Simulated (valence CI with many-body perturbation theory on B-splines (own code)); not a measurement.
The numbers below are computed, except where a source is named.
# Energy levels of Bi LXXVII

Level of theory: relativistic CI+MBPT: five valence electrons over a frozen Dirac-Fock core [He], radial functions for each j: 9 s, 9 p, 8 d, 6 f, 3 g, 1 h, with the one-electron correlation potential Σ1 (screened to all orders), the two-electron term Σ2, the three-electron term Σ3, Breit, model QED; selected single and double excitations, second order for the rest (own B-spline code, finite nucleus).

No measured spectrum was set against this ion. As an estimate, large intervals hold to a few tenths of a per cent, small ones and those within an open d or f shell to about a per cent. Among the levels kept, up to 1200 cm⁻¹ of a level comes from second order outside the variational space, and about a tenth of that is noise between levels of different J, which matters for small intervals.

Levels 46 to 76 of 76, with energies above the lowest level, (2s^2 2p1/2^2 2p3/2) J=3/2. "Leading %" is the weight of the configuration and term that name the level; weights of strongly mixed levels are sums over their largest components and can fall short. In the jj column 3d3/2^4 stands for four electrons in 3d with j = 3/2.

```
No.  Configuration  Term    J  E (× 10³ cm⁻¹)  Leading %      g                      Leading jj
 46       2s²2p²3d    ⁴D  1/2          116500         78  0.258  2s^2 2p1/2 2p3/2 3d3/2 (100 %)
 47       2s²2p²3d    ²G  7/2          116580         56  0.985   2s^2 2p1/2 2p3/2 3d3/2 (99 %)
 48       2s²2p²3d    ²D  5/2          116720         38  1.106   2s^2 2p1/2 2p3/2 3d3/2 (99 %)
 49       2s²2p²3d    ²D  3/2          116760         47  1.090  2s^2 2p1/2 2p3/2 3d3/2 (100 %)
 50       2s²2p²3d    ²P  1/2          116860         39  1.554  2s^2 2p1/2 2p3/2 3d3/2 (100 %)
 51       2s²2p²3d    ⁴D  7/2          117790         46  1.291   2s^2 2p1/2 2p3/2 3d5/2 (98 %)
 52       2s²2p²3d    ²G  9/2          117950         66  1.155  2s^2 2p1/2 2p3/2 3d5/2 (100 %)
 53       2s²2p²3d    ²P  3/2          117960         42  1.309   2s^2 2p1/2 2p3/2 3d5/2 (99 %)
 54       2s²2p²3d    ²F  5/2          117980         44  1.121  2s^2 2p1/2 2p3/2 3d5/2 (100 %)
 55       2s²2p²3d    ²D  5/2          118120         56  1.251   2s^2 2p1/2 2p3/2 3d5/2 (98 %)
 56       2s²2p²3d    ²F  7/2          118190         70  1.121   2s^2 2p1/2 2p3/2 3d5/2 (98 %)
 57       2s²2p²3d    ²D  3/2          118260         57  0.956   2s^2 2p1/2 2p3/2 3d5/2 (98 %)
 58       2s²2p²3d    ²P  1/2          118310         55  1.241   2s^2 2p1/2 2p3/2 3d5/2 (99 %)
 59        2s2p³3p    ⁴D  7/2          118500         49  1.399   2s 2p1/2^2 2p3/2 3p3/2 (96 %)
 60        2s2p³3p    ²P  3/2          118590         32  1.473   2s 2p1/2^2 2p3/2 3p3/2 (98 %)
 61        2s2p³3p    ⁴P  5/2          118760         38  1.387   2s 2p1/2^2 2p3/2 3p3/2 (98 %)
 62        2s2p³3p    ²P  1/2          118800         41  1.362  2s 2p1/2^2 2p3/2 3p3/2 (100 %)
 63        2s2p³3p    ²D  5/2          119390         34  1.252   2s 2p1/2^2 2p3/2 3p3/2 (99 %)
 64        2s2p³3d   ⁴D°  5/2          119430         30  1.218  2s 2p1/2^2 2p3/2 3d3/2 (100 %)
 65        2s2p³3d   ⁴D°  3/2          119480         30  1.313  2s 2p1/2^2 2p3/2 3d3/2 (100 %)
 66        2s2p³3d   ²F°  7/2          119510         26  1.192   2s 2p1/2^2 2p3/2 3d3/2 (99 %)
 67        2s2p³3d   ⁴P°  1/2          119540         47  2.163  2s 2p1/2^2 2p3/2 3d3/2 (100 %)
 68        2s2p³3p    ²P  3/2          119560         38  1.218   2s 2p1/2^2 2p3/2 3p3/2 (99 %)
 69        2s2p³3p    ⁴P  1/2          119610         37  1.728   2s 2p1/2^2 2p3/2 3p3/2 (99 %)
 70        2s2p³3d   ²D°  3/2          120270         38  0.896   2s 2p1/2^2 2p3/2 3d3/2 (97 %)
 71        2s2p³3d   ²F°  5/2          120310         37  0.915  2s 2p1/2^2 2p3/2 3d3/2 (100 %)
 72        2s2p³3d   ⁴D°  1/2          120400         45  0.596   2s 2p1/2^2 2p3/2 3d3/2 (99 %)
 73        2s2p³3d   ⁴F°  9/2          120770         52  1.311  2s 2p1/2^2 2p3/2 3d5/2 (100 %)
 74        2s2p³3d   ⁴D°  5/2          121000         30  1.310  2s 2p1/2^2 2p3/2 3d5/2 (100 %)
 75        2s2p³3d   ⁴D°  7/2          121050         41  1.279   2s 2p1/2^2 2p3/2 3d5/2 (99 %)
 76        2s2p³3d   ²D°  3/2          121140         33  1.168   2s 2p1/2^2 2p3/2 3d5/2 (97 %)
```
